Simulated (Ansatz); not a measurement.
Ansatz results at the PBE0-D4/def2-TZVP geometry: HOMO energy (PBE0/def2-TZVPP) -7.91 eV; zero-point energy (PBE0-D4/def2-TZVP) 130.3 kJ/mol; size of the dipole moment (B3LYP/def2-TZVPP) 2.40 D.

Each molecule was computed in one conformer, which needn't be the lowest.

Which molecule gave them?
A. `NB[SeH]`
B. `[OH][SnH]([F])[CH2]Cl`
C. `O=[C](O)[In]([OH])[OH]`
D. `NC(F)=C=O`

C. The others give `[OH][SnH]([F])[CH2]Cl`: -8.33, 131.9, 3.33; `NC(F)=C=O`: -6.58, 113.4, 2.43; `NB[SeH]`: -6.82, 127.4, 1.96.

B3LYP here is the variant with VWN-RPA as its local correlation; programs differ in this.
